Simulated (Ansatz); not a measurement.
One geometry of Ge3F6, several levels of theory.

```yaml
crystal:
  periodic: [false, false, false]
  atoms:
    - {symbol: Ge, position_ang: [-0.280799, -1.807877, -0.970055]}
    - {symbol: Ge, position_ang: [1.820313, 0.998755, 0.556072]}
    - {symbol: Ge, position_ang: [-1.882646, 1.074788, 0.244431]}
    - {symbol: F, position_ang: [1.548114, 0.672902, 2.271832]}
    - {symbol: F, position_ang: [-1.529758, -0.284400, 1.351467]}
    - {symbol: F, position_ang: [1.120557, -0.775888, -0.000729]}
    - {symbol: F, position_ang: [0.543176, -1.559909, -2.519335]}
    - {symbol: F, position_ang: [-0.027195, 1.756839, 0.312092]}
    - {symbol: F, position_ang: [-1.311761, -0.075221, -1.245765]}
basis:
  gaussian: {orbitals: def2-TZVP, initial_orbitals: start.molden}
hamiltonian: {xc: r2scan, dispersion: d4}
scf: {omitted_lower_state_checks: [starts]}
output: {orbitals: {seedname: orbitals}}
```

The file start.molden holds the orbitals of an earlier run on this structure, at another level or in another basis.

```sh
$ ansatz run in.yaml --threads 4 --pin off --events-out ev --progress --plain --max-ram 6963MiB
```

Output, abridged:

```
Functional definition: r2SCAN
2010 factors; their error is unknown
mean field evaluation 1: about -185864.0248 eV, gradient 1.1e1 eV
mean field evaluation 2: about -185864.1159 eV, gradient 1.3e-1 eV
mean field evaluation 4: about -185864.0894 eV, gradient 2.0e-4 eV
mean field -185864.08941448 eV, -6830.3793027775 hartree, gradient 1.2e-5 eV, S^2 0.000000; 0 other end points of the search recorded, 0 dependent functions left out
reference -185864.08942493 eV, -6830.3793031617 hartree; 75, 75 occupied and 255, 255 virtual orbitals, 2010 factors
Total energy: -185864.17752942 eV, -6830.3825409418 hartree
Checks for a lower state left out: starts
```

Hardware: 4 threads of Intel Xeon on a shared host. Wall time 24 s, peak host memory 0.72 GiB.

Geometry: PBE-D4/def2-SVP.

The structure comes from a short search, and lower isomers may exist.
